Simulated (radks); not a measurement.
Zn0.75+, 29.25 electrons, occupied as [Ar] 3d(up 5, down 4.25) 4s2 (fractional occupations, a model configuration). Method: non-relativistic Kohn-Sham, TPSS, spin-polarised, spherical densities, point nucleus; meta-GGA in the generalised Kohn-Sham scheme; computed with a radial shooting solver on a logarithmic mesh with Libxc functionals.

Normalised radial functions P(r) = r R(r), r in bohr:

r,3d up,4s down
0.001679,0.0000,0.0164
0.002505,0.0000,0.0238
0.003767,0.0000,0.0344
0.005619,0.0001,0.0485
0.00845,0.0002,0.0666
0.01261,0.0006,0.0868
0.01881,0.0017,0.1044
0.02828,0.0054,0.1093
0.04219,0.0157,0.0844
0.06294,0.0433,0.0137
0.09465,0.1120,-0.0991
0.1412,0.2543,-0.1862
0.2123,0.5033,-0.1329
0.3168,0.8135,0.0981
0.4726,1.0449,0.3065
0.7106,1.0186,0.1784
1.06,0.7530,-0.2607
1.582,0.4220,-0.6450
2.378,0.1678,-0.6728
3.548,0.0418,-0.3834
5.336,0.0048,-0.1089
7.96,0.0002,-0.0124

3d up: eigenvalue -22.836 eV, 0 radial nodes, <r> = 0.850 bohr, 90 % of the charge inside 1.47 bohr. 4s down: eigenvalue -12.869 eV, 3 radial nodes at r = 0.0665, 0.274, 0.852 bohr, <r> = 2.39 bohr, 90 % of the charge inside 3.60 bohr.
